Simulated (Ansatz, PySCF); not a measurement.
Al(Me)2(Cl) anion (C2H6AlCl), SMILES [CH3][Al]([CH3])[Cl] (connectivity only; charge and spin as stated), charge -1, multiplicity 2. Atoms are numbered in the order given.

```xyz
10

Al     0.4420     0.5230     0.0000
C      1.2701    -0.2494     1.6656
H      2.3467    -0.0101     1.7374
H      0.7895     0.1058     2.5924
H      1.1770    -1.3531     1.6504
C      1.2701    -0.2494    -1.6656
H      1.1770    -1.3531    -1.6504
H      0.7895     0.1058    -2.5924
H      2.3467    -0.0101    -1.7374
Cl    -1.7400    -0.1835     0.0000
```
Charge -1, spin multiplicity 2.

Geometry optimised at B3LYP-D3(BJ)/def2-SVPD. The spin state was assumed, not searched. The isomer is the one that the SMILES or the coordinates give; other isomers of the formula were not compared.

Two levels are set side by side: PBE-D3(BJ)/def2-SVPD (Ansatz, an electronic-structure program) and B3LYP-D3(BJ)/def2-SVPD (Ansatz). Each level has its own optimised geometry; the coordinates shown are those of the second. Frequencies come from the Hessian of PySCF at each geometry. Differences are taken from unrounded values.

| quantity | B3LYP-D3(BJ) |
|---|---|
| mean bond length (Å) | 1.439 |
| bond Al1–C2 (Å) | 2.014 |
| bond Al1–C6 (Å) | 2.014 |
| bond Al1–Cl10 (Å) | 2.294 |
| bond C2–H3 (Å) | 1.105 |
| bond C2–H4 (Å) | 1.103 |
| bond C2–H5 (Å) | 1.108 |
| bond C6–H7 (Å) | 1.108 |
| bond C6–H8 (Å) | 1.103 |
| bond C6–H9 (Å) | 1.105 |
| highest harmonic wavenumber (cm⁻¹) | 3064 |
| mean harmonic wavenumber (cm⁻¹) | 1281 |
| zero-point energy (kcal/mol) | 43.96 |

What does PBE-D3(BJ) give, and how far is it from B3LYP-D3(BJ)? (An estimate is asked for; the answer gives what the named calculation found.)


```json
[
 {"quantity": "mean bond length (Å)", "PBE-D3(BJ)": "1.445", "PBE-D3(BJ) minus B3LYP-D3(BJ)": "0.006"},
 {"quantity": "bond Al1–C2 (Å)", "PBE-D3(BJ)": "2.020", "PBE-D3(BJ) minus B3LYP-D3(BJ)": "0.006"},
 {"quantity": "bond Al1–C6 (Å)", "PBE-D3(BJ)": "2.020", "PBE-D3(BJ) minus B3LYP-D3(BJ)": "0.006"},
 {"quantity": "bond Al1–Cl10 (Å)", "PBE-D3(BJ)": "2.293", "PBE-D3(BJ) minus B3LYP-D3(BJ)": "-0.001"},
 {"quantity": "bond C2–H3 (Å)", "PBE-D3(BJ)": "1.112", "PBE-D3(BJ) minus B3LYP-D3(BJ)": "0.007"},
 {"quantity": "bond C2–H4 (Å)", "PBE-D3(BJ)": "1.110", "PBE-D3(BJ) minus B3LYP-D3(BJ)": "0.007"},
 {"quantity": "bond C2–H5 (Å)", "PBE-D3(BJ)": "1.115", "PBE-D3(BJ) minus B3LYP-D3(BJ)": "0.007"},
 {"quantity": "bond C6–H7 (Å)", "PBE-D3(BJ)": "1.115", "PBE-D3(BJ) minus B3LYP-D3(BJ)": "0.007"},
 {"quantity": "bond C6–H8 (Å)", "PBE-D3(BJ)": "1.110", "PBE-D3(BJ) minus B3LYP-D3(BJ)": "0.007"},
 {"quantity": "bond C6–H9 (Å)", "PBE-D3(BJ)": "1.112", "PBE-D3(BJ) minus B3LYP-D3(BJ)": "0.007"},
 {"quantity": "highest harmonic wavenumber (cm⁻¹)", "PBE-D3(BJ)": "3024", "PBE-D3(BJ) minus B3LYP-D3(BJ)": "-40"},
 {"quantity": "mean harmonic wavenumber (cm⁻¹)", "PBE-D3(BJ)": "1251", "PBE-D3(BJ) minus B3LYP-D3(BJ)": "-30"},
 {"quantity": "zero-point energy (kcal/mol)", "PBE-D3(BJ)": "42.92", "PBE-D3(BJ) minus B3LYP-D3(BJ)": "-1.04"}
]
```

Exact exchange shortens and stiffens bonds; PBE has none. Differences between two approximate levels are no errors against the true value.
